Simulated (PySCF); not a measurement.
Acetophenone, C8H8O.
InChI=1S/C8H8O/c1-7(9)8-5-3-2-4-6-8/h2-6H,1H3

Torsions of this conformer, `[CH3:1][C:2](=[O:3])[c:4]1[cH:5][cH:6][cH:7][cH:8][cH:9]1`: C1–C2–C4–C5 0°.

The closed-shell ground state was solved at several levels (PySCF, density fitting, gas phase, non-relativistic). The structure is a single GFN2-xTB conformer in the gas phase; no vibrational or solvent corrections.

```csv
level,basis functions,total energy (Eh),HOMO (eV),LUMO (eV),gap (eV),dipole (D)
PBE0/def2-SVPD,247,-384.1845,-7.39,-1.73,5.66,3.22
wB97X-D/def2-SVPD,247,-384.4967,-9.33,0.00,9.33,3.23
```

(1) Estimate the row for PBE0/pcSseg-1, a basis of 193 functions; the other rows only guide the guess.

(2) Over all these levels, which gives the widest orbital gap and which the narrowest?

(3) How far do the dipole and the HOMO energy spread over the levels?

Results:

(1) Total energy -384.3982 Eh, HOMO -7.37 eV, LUMO -1.66 eV, gap 5.71 eV, dipole 3.13 D.

(2) wB97X-D/def2-SVPD (range-separated hybrid) has the widest, 9.33 eV, and PBE0/def2-SVPD (global hybrid, 25 % exact exchange) the narrowest, 5.66 eV. The two share the basis. From the narrowest to the widest the HOMO moves by -1.94 eV and the LUMO by +1.73 eV.

(3) The dipole runs from 3.13 to 3.23 D (mean 3.20 D) and the HOMO from -9.33 to -7.37 eV.

wB97X-D is run here without its empirical dispersion term; that term would change no orbital, density or response property at a fixed geometry.
